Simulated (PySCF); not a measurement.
# Dipole response of Au (gold, neutral)

[Xe] 4f14 5d10 6s1, 2S determinant. All numbers are calculated (PySCF 2.14, scalar relativity through the core potential, in def2-QZVPPD with the def2 core potential (60 electrons)). Coupled (time-dependent) response in atomic units; α is the mean over directions.

```json
{"method": "CAM-B3LYP", "mean α (bohr³)": "36.65", "C₆ (like pair)": "331.9", "S(−4)": "638.2"}
```

S(−4) is the Cauchy moment in α(ω) = α(0) + S(−4) ω² + …

Reference α: 36 ± 3 bohr³ (recommended; Schwerdtfeger and Nagle, table of static dipole polarizabilities (2023 update)). Published C₆: 427.0 (Gould and Bucko (2016)).

α(iu) at CAM-B3LYP:

| u (hartree) | α(iu) (bohr³) |
| --- | --- |
| 0 | 36.65 |
| 0.0500 | 35.15 |
| 0.100 | 31.57 |
| 0.200 | 23.76 |
| 0.300 | 18.20 |
| 0.500 | 12.04 |
| 0.750 | 8.279 |
| 1.00 | 6.176 |
| 1.50 | 3.891 |
| 2.00 | 2.689 |
| 3.00 | 1.498 |
| 5.00 | 0.6492 |

A single London oscillator, α(iu) = α/(1 + u²/ω²), gives C₆ = (3/4) ω α². Matching the computed C₆ needs ω = 4 × 331.9 / (3 × 36.65²) = 0.329 hartree.

Energies and moments cover only the electrons outside the core potential. Spin-orbit coupling, which splits the p, d and f shells strongly at this Z, is absent.
